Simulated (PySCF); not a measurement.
**A search over the determinants of NaSb⁺**

Unrestricted PBE0; PySCF, scalar-relativistic core potentials, basis sets Na cc-pVDZ, Sb cc-pVDZ-PP with ECP28. Outer shells of the fragments: Na+ closed shells only; Sb 4d10 5s2 5p3.

Followed along the bond (rough minima from three points):

| 2Ms+1 | unpaired | ⟨S²⟩ at the start | R at minimum (Å) | Te (eV) |
| --- | --- | --- | --- | --- |
| 4 | σ ↑, π ↑↑ | 3.75 | 3.36 | 0.00 |
| 2 | σ ↓, π ↑↑ | 1.76 | 3.43 | 0.62 |
| 2 | σ ↑, π ↑↓ | 1.76 | 3.39 | 0.65 |
| 2 | π ↑ | 0.75 | 3.21 | 0.94 |

Solutions found at the starting distance of 3.040 Å, counted from the lowest of them; the search is not exhaustive and high or unbound solutions are not listed, so other states can lie among these:

```tsv
2Ms+1	unpaired	term	E (eV)	⟨S²⟩	⟨Lz²⟩	μ (D)
4	σ ↑, π ↑↑	⁴Σ⁻	0.00	3.75	0.00	-9.40
2	σ ↓, π ↑↑	mixed	0.64	1.76	0.00	-9.28
2	σ ↑, π ↑↓	mixed	0.66	1.76	2.01	-9.31
2	π ↑	²Π	0.91	0.75	1.00	-8.53
2	σ ↑	mixed	1.64	0.75	2.00	-9.17
2	π ↑	²Π	2.33	0.75	1.01	-9.67
```

A term symbol is given only where ⟨S²⟩ and ⟨Lz²⟩ are close to those of a pure state; real π, δ and φ orbitals otherwise mix terms. A positive dipole points towards Sb; it is taken about the centre of mass and depends on that origin.

Spin–orbit coupling is left out. Counting both spins, an empty level lies below a filled one in some of these solutions, because spin and occupation are held.
